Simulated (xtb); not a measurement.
xtb input (GFN2-xTB):

```bash
xtb mol.xyz --gfn 2 --sp --chrg 0 --uhf 0
```
mol.xyz:
```
5

B     -0.71003125     0.07546853    -0.03452717
O      0.63419432     0.01457283     0.08808635
H     -1.30224394    -0.74213500    -0.67821064
H     -1.25992586     0.97291974     0.52460695
H      1.03877147    -0.72471000    -0.37845126
```

End of the output:

```
         :::::::::::::::::::::::::::::::::::::::::::::::::::::
         ::                     SUMMARY                     ::
         :::::::::::::::::::::::::::::::::::::::::::::::::::::
         :: total energy              -6.862382732054 Eh    ::
         :: gradient norm              0.025725687029 Eh/a0 ::
         :: HOMO-LUMO gap              5.609067245492 eV    ::
         ::.................................................::
         :: SCC energy                -6.912005306630 Eh    ::
         :: -> isotropic ES            0.041152008819 Eh    ::
         :: -> anisotropic ES          0.004749085263 Eh    ::
         :: -> anisotropic XC         -0.000549919841 Eh    ::
         :: -> dispersion             -0.001002526348 Eh    ::
         :: repulsion energy           0.049622574576 Eh    ::
         :: add. restraining           0.000000000000 Eh    ::
         :: total charge              -0.000000000000 e     ::
         :::::::::::::::::::::::::::::::::::::::::::::::::::::

           -------------------------------------------------
          |                Property Printout                |
           -------------------------------------------------

    * Orbital Energies and Occupations

         #    Occupation            Energy/Eh            Energy/eV
      -------------------------------------------------------------
         1        2.0000           -0.6902853             -18.7836
         2        2.0000           -0.5872193             -15.9791
         3        2.0000           -0.5283084             -14.3760
         4        2.0000           -0.4917197             -13.3804
         5        2.0000           -0.4686939             -12.7538
         6        2.0000           -0.4174336             -11.3589 (HOMO)
         7                         -0.2113042              -5.7499 (LUMO)
         8                          0.1009446               2.7468
         9                          0.2787642               7.5856
        10                          0.3434665               9.3462
        11                          0.4518864              12.2965
      -------------------------------------------------------------
                  HL-Gap            0.2061294 Eh            5.6091 eV
             Fermi-level           -0.3143689 Eh           -8.5544 eV

     #   Z          covCN         q      C6AA      α(0)
     1   5 B        2.646     0.324    16.930     6.937
     2   8 O        1.593    -0.416    21.197     6.213
     3   1 H        0.928    -0.122     6.415     3.961
     4   1 H        0.931    -0.088     5.144     3.546
Note: The following floating-point exceptions are signalling: IEEE_DENORMAL
normal termination of xtb
     5   1 H        0.805     0.302     0.715     1.328

 Mol. C6AA /au·bohr⁶  :        204.256823
 Mol. C8AA /au·bohr⁸  :       4347.111608
 Mol. α(0) /au        :         21.985315

Wiberg/Mayer (AO) data.
largest (>0.10) Wiberg bond orders for each atom

 ---------------------------------------------------------------------------
     #   Z sym  total        # sym  WBO       # sym  WBO       # sym  WBO
 ---------------------------------------------------------------------------
     1   5 B    3.278 --     2 O    1.345     4 H    0.966     3 H    0.964
     2   8 O    2.253 --     1 B    1.345     5 H    0.889
     3   1 H    0.985 --     1 B    0.964
     4   1 H    0.992 --     1 B    0.966
     5   1 H    0.909 --     2 O    0.889
 ---------------------------------------------------------------------------

Topologies differ in total number of bonds
Writing topology from bond orders to xtbtopo.mol

molecular dipole:
                 x           y           z       tot (Debye)
 q only:        0.170      -0.368      -0.236
   full:        0.319      -0.553      -0.347       1.847
molecular quadrupole (traceless):
                xx          xy          yy          xz          yz          zz
 q only:       -0.035      -1.390       0.152      -0.987      -0.133      -0.117
  q+dip:       -0.981      -1.637       0.994      -1.214       0.775      -0.012
   full:       -1.103      -1.714       0.645      -1.444      -0.398       0.458

           -------------------------------------------------
          | TOTAL ENERGY               -6.862382732054 Eh   |
          | GRADIENT NORM               0.025725687029 Eh/α |
          | HOMO-LUMO GAP               5.609067245492 eV   |
           -------------------------------------------------

------------------------------------------------------------------------
------------------------------------------------------------------------
 total:
 SCF:
```
